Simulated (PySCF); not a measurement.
Method: PBE0-D4/def2-TZVP (PySCF 2.14.0). All species are isolated molecules in the gas phase. One relaxed conformer stands for a flexible species; it need not be the lowest. Excitations are Tamm–Dancoff values on a coarser integration grid. The basis has no diffuse functions, so Rydberg states are missing or too high.

Reference species (SMILES): `F[SiH2]O` (H–O–Si–F torsion 72°) (neutral, multiplicity 1).

| Item | Value |
|---|---|
| S1 excitation (TDA) | 8.18 eV |
| S1–T1 gap (TDA) | 0.49 eV |

Changed species: `O[SiH2][AlH2]` (X = AlH2; the reference has X = fluoro).

Problem. Predict the effect on the S1 excitation (TDA) and S1–T1 gap (TDA).

Solution. the S1 excitation (TDA) falls by 4.31 eV, to 3.87 eV; the S1–T1 gap (TDA) rises by 0.25 eV, to 0.74 eV.
